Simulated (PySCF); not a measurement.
**Assignment exercise: C₆H₉FOSi**

Molfile (atoms numbered from 1):
```
C6H9FOSi
     RDKit          3D

 18 18  0  0  0  0  0  0  0  0999 V2000
    3.1854   -0.2189    0.5609 C   0  0  0  0  0  0  0  0  0  0  0  0
    1.9741    0.8386   -0.4501 Si  0  0  0  0  0  4  0  0  0  0  0  0
    0.2746    0.0393   -0.3815 C   0  0  0  0  0  0  0  0  0  0  0  0
   -0.2099   -1.1879   -0.7506 C   0  0  0  0  0  0  0  0  0  0  0  0
   -1.5877   -1.1933   -0.4500 C   0  0  0  0  0  0  0  0  0  0  0  0
   -1.8601    0.0350    0.0852 C   0  0  0  0  0  0  0  0  0  0  0  0
   -3.1274    0.6340    0.5849 C   0  0  0  0  0  0  0  0  0  0  0  0
   -3.9235    1.0628   -0.4606 F   0  0  0  0  0  0  0  0  0  0  0  0
   -0.7382    0.7800    0.1235 O   0  0  0  0  0  0  0  0  0  0  0  0
    4.1798    0.2168    0.5546 H   0  0  0  0  0  0  0  0  0  0  0  0
    3.2650   -1.2243    0.1571 H   0  0  0  0  0  0  0  0  0  0  0  0
    2.8705   -0.3065    1.5975 H   0  0  0  0  0  0  0  0  0  0  0  0
    1.8424    2.1825    0.1175 H   0  0  0  0  0  0  0  0  0  0  0  0
    2.4166    0.9086   -1.8487 H   0  0  0  0  0  0  0  0  0  0  0  0
    0.3569   -1.9878   -1.1822 H   0  0  0  0  0  0  0  0  0  0  0  0
   -2.2864   -1.9896   -0.6074 H   0  0  0  0  0  0  0  0  0  0  0  0
   -2.9177    1.5150    1.1988 H   0  0  0  0  0  0  0  0  0  0  0  0
   -3.7233   -0.0981    1.1394 H   0  0  0  0  0  0  0  0  0  0  0  0
  1  2  1  0
  2  3  1  0
  3  4  2  0
  4  5  1  0
  5  6  2  0
  6  7  1  0
  7  8  1  0
  6  9  1  0
  9  3  1  0
  1 10  1  0
  1 11  1  0
  1 12  1  0
  2 13  1  0
  2 14  1  0
  4 15  1  0
  5 16  1  0
  7 17  1  0
  7 18  1  0
M  END
```

[PySCF: σ from GIAO-PBE0/pcSseg-1; GFN2-xTB structure; no solvent model; single conformer; rapidly exchanging positions averaged; non-relativistic Hamiltonian]

Scale: $^{13}$C (σ = 186.93 ppm), $^{1}$H (σ = 31.72 ppm) vs TMS (reference shieldings calculated alike).

**Question.** Assign these signals to the numbered atoms. $^{13}$C{$^{1}$H} NMR (computed): δ 162.0, 159.2, 129.7, 120.7, 79.2, -4.5.

**Answer.** 
| δ (ppm) | atoms | environment | reason |
| --- | --- | --- | --- |
| 162.0 | C6 | substituted aromatic carbon next to the ring oxygen | – |
| 159.2 | C3 | substituted aromatic carbon next to the ring oxygen | – |
| 129.7 | C4 | aromatic CH | the aromatic region |
| 120.7 | C5 | aromatic CH | – |
| 79.2 | C7 | sp3 CH2 bonded to F, on an aromatic ring | deshielded by the electronegative neighbour |
| -4.5 | C1 | methyl carbon bonded to Si | an electropositive neighbour leaves it electron-rich and shielded |

**Question.** Assign these signals to the numbered atoms. $^{1}$H NMR (500 MHz, computed): δ 7.11 (m, 1H), 7.02 (m, 1H), 5.65 (m, 2H), 4.76 (q, 2H), 0.31 (t, 3H).

**Answer.** 
| δ (ppm) | atoms | environment | reason |
| --- | --- | --- | --- |
| 7.11 | H15 | hydrogen on an aromatic CH | aromatic region |
| 7.02 | H16 | hydrogen on an aromatic CH | – |
| 5.65 | H17/H18 | hydrogen on an sp3 CH2 bonded to F, on an aromatic ring | its carbon carries F, which withdraws density |
| 4.76 | H13/H14 | hydrogen on a silicon bonded to 2 C | – |
| 0.31 | H10/H11/H12 | hydrogen on a methyl carbon bonded to Si | an electropositive neighbour shields it, as in TMS itself |

H15 and H16 lie closer than the usual error of such a calculation, so a measured spectrum could show them in the other order.

Splittings by $^{19}$F in the carbon and heteronuclear signals aren't shown, as no couplings were computed. Shifts are as computed. Against solution values, carbons near 30 ppm lie about +3 ppm off and those near 130 ppm about +5 ppm. Of 1211 compounds with measured shifts, 218 miss one by over three times the rms of a fit or turn the order of signals round; such compounds aren't used in these exercises. No couplings were computed; multiplicities are counted from neighbouring protons, with m where these are inequivalent, close in shift, in a saturated or five-membered ring or joined by F or P, and br s for small geminal =CH2 splittings.
